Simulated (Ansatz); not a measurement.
Mulliken charges of CH5MgNO, SMILES `C[O][Mg][NH2]` from PBE/def2-TZVPP in Ansatz (PBE0-D4/def2-TZVP geometry).

```tsv
atom	x (Å)	y (Å)	z (Å)	charge (e)
C1	0.828	1.559	-1.265	-0.091
O2	0.304	0.571	-0.465	-0.580
Mg3	-0.357	-0.700	0.561	0.795
N4	-1.063	-2.057	1.655	-0.627
H5	1.890	1.382	-1.492	0.071
H6	0.760	2.549	-0.790	0.071
H7	0.300	1.628	-2.228	0.071
H8	-1.521	-2.899	1.343	0.145
H9	-1.052	-2.078	2.664	0.145
```

Question: By hand: the dipole of these point charges (1 e Å = 4.8032 D).

Answer: Σ q r = (-0.033, -0.067, 0.054) e Å, of length 0.092 e Å = 0.44 D.

Question: How does the dipole of the full density compare? (Estimate.)

Answer: Ansatz gave: (-0.054, -0.107, 0.086) e Å, 0.71 D; the point charges give 0.62 times that, at 0° from its direction.

Point charges leave out the atoms' own dipoles, such as those of lone pairs, and Mulliken's split depends on the basis, so the two needn't agree.
